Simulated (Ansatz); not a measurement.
Harmonic frequencies (cm⁻¹) at PBE0-D4/def2-TZVP from Ansatz: 126, 205, 274, 285, 347, 404, 459, 636, 706, 760, 904, 932, 1125, 1572, 1578, 2296, 3627, 3730.

Each molecule was computed in one conformer, which needn't be the lowest.

Q: Which molecule is it?
A. `S[Si]1(Cl)C=N1`
B. `BB`
C. `N[SiH]1N=C1Cl`
D. `[SiH3]C=S`

A: C.
